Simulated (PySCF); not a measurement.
C4H9S2 (SMILES CC(C)(C)S[S]), doublet, at a GFN2-xTB geometry. Base run: DF-PBE/cc-pVDZ run with PySCF.

Input for PySCF:
```python
from pyscf import gto, scf, dft

mol = gto.M(
    atom='''
C    -1.267847   -1.331453    0.191539
C    -0.826848   -0.057782   -0.509225
C    -0.102732   -0.355773   -1.811012
C    -1.982705    0.908874   -0.710749
S     0.371495    0.847911    0.629260
S     1.866604   -0.358559    0.911323
H    -0.409949   -1.967441    0.403959
H    -1.771054   -1.102164    1.128898
H    -1.955702   -1.885214   -0.444731
H     0.219897    0.565079   -2.293063
H    -0.765675   -0.888673   -2.490098
H     0.772257   -0.977449   -1.627967
H    -2.453755    1.148684    0.240002
H    -1.635630    1.833790   -1.166155
H    -2.729192    0.460552   -1.363497
''',
    basis='cc-pvdz',
    charge=0,
    spin=1,
    verbose=4,
)

mf = dft.UKS(mol)
mf.xc = 'pbe'
mf = mf.density_fit(auxbasis='def2-universal-jkfit')
mf.kernel()
mf.analyze()
```

The base run was repeated with changes; each row names its change, and settings that it needs were set with it.

| change | ΔE vs base (µEh) | SCF cycles | <S^2> | outcome |
|---|---|---|---|---|
| base | 0.0 | 11 | 0.752 | converged |
| DIIS = ADIIS | 0.0 | 23 | 0.752 | converged |
| solver = newton | 0.0 | - | 0.752 | converged |
| conv_tol_grad = 1e-3 | 0.0 | 11 | 0.752 | converged |
| conv_tol = 1e-12 | 0.0 | 18 | 0.752 | converged |
| init_guess = sap | 0.0 | 19 | 0.752 | converged |
| init_guess = vsap | 0.0 | 16 | 0.752 | converged |
| conv_tol = 1e-6 | 0.1 | 8 | 0.752 | converged |
| DIIS = EDIIS | - | 50 | - | not converged |
| init_guess = huckel | 0.0 | 17 | 0.752 | converged |
| conv_tol = 1e-11 | 0.0 | 13 | 0.752 | converged |
| conv_tol = 1e-7 | 0.0 | 9 | 0.752 | converged |
| damp = 0.5; diis_start_cycle = 5 | 0.0 | 14 | 0.752 | converged |

Open shells are given as the SCF converged; they aren't shown to be the lowest states, and a large step between rows can be another state.
